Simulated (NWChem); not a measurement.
# ZnH2SeO; SMILES [Zn]([SeH])[OH]

```xyz
5

Zn    -0.0187     0.8741     0.0035
O     -0.2219     2.6192    -0.2475
H      0.0245     3.1720     0.5006
Se     0.1740    -1.3893     0.1943
H      1.5401    -1.3464    -0.3549
```
Atoms are numbered in this order, from 1.

Level: PBE0/def2-SVP (NWChem), optimised geometry, unscaled harmonic frequencies. This build's default masses of Se (78.918 u) and Br (79.917 u) are each other's, which moves their modes by up to 0.6 %.

```
frequency (cm⁻¹)  IR intensity (km/mol)
----------------  ---------------------
110                                27.5
115                                13.7
151                                67.3
278                                 3.6
585                                 0.7
680                               152.1
739                                14.5
2444                               11.2
3916                               56.1
```

```
Item                                                                               Result
-----------------------------------------------------------------------  ----------------
zero-point energy                                                           12.9 kcal/mol
thermal correction to the enthalpy at 298.15 K (with zero-point energy)     17.1 kcal/mol
heat capacity Cv                                                         16.1 cal/(mol K)
entropy at 298.15 K and 1 atm (symmetry number 1)                        77.0 cal/(mol K)
dipole moment                                                                      1.57 D
```

Rigid rotor and harmonic oscillator.
